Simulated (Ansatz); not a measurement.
`[F][Sb]([F])[F]` and `[F][Sb]([F])[Cl]` differ in one atom or group.

Ansatz, PBE0-D4/def2-TZVP geometries, multiplicity 1. 

Elements past krypton have def2 core potentials.

```tsv
property	`[F][Sb]([F])[F]`
ideal-gas entropy at 298 K and 1 bar (rigid rotor, harmonic PBE0-D4/def2-TZVP) / J/(mol·K)	303
HOMO–LUMO gap (PBE0/def2-TZVPP) / eV	8.16
HOMO energy (PBE0/def2-TZVPP) / eV	-9.77
LUMO energy (ωB97M-V/def2-TZVPP) / eV	0.21
LUMO energy (B3LYP/def2-TZVPP) / eV	-1.88
HOMO–LUMO gap (B3LYP/def2-TZVPP) / eV	7.71
```

(1) What does the change do to each property? (An estimate is asked.)

Results:

(1) Computed: 
```tsv
property	`[F][Sb]([F])[Cl]`	shift
ideal-gas entropy at 298 K and 1 bar (rigid rotor, harmonic PBE0-D4/def2-TZVP) / J/(mol·K)	324	21
HOMO–LUMO gap (PBE0/def2-TZVPP) / eV	7.39	-0.77
HOMO energy (PBE0/def2-TZVPP) / eV	-9.18	0.59
LUMO energy (ωB97M-V/def2-TZVPP) / eV	0.04	-0.17
LUMO energy (B3LYP/def2-TZVPP) / eV	-2.04	-0.16
HOMO–LUMO gap (B3LYP/def2-TZVPP) / eV	6.93	-0.78
```

With PBE0 the HOMO rises by 0.59 eV and the LUMO falls by 0.18 eV, so the gap narrows by about 0.77 eV. PBE moves the HOMO by 0.47 eV and ωB97M-V by 0.68 eV.

B3LYP here is the variant with VWN-RPA as its local correlation; programs differ in this.

Spin–orbit coupling is left out; it splits and shifts lone-pair levels of the heavy atoms by tenths of an eV.
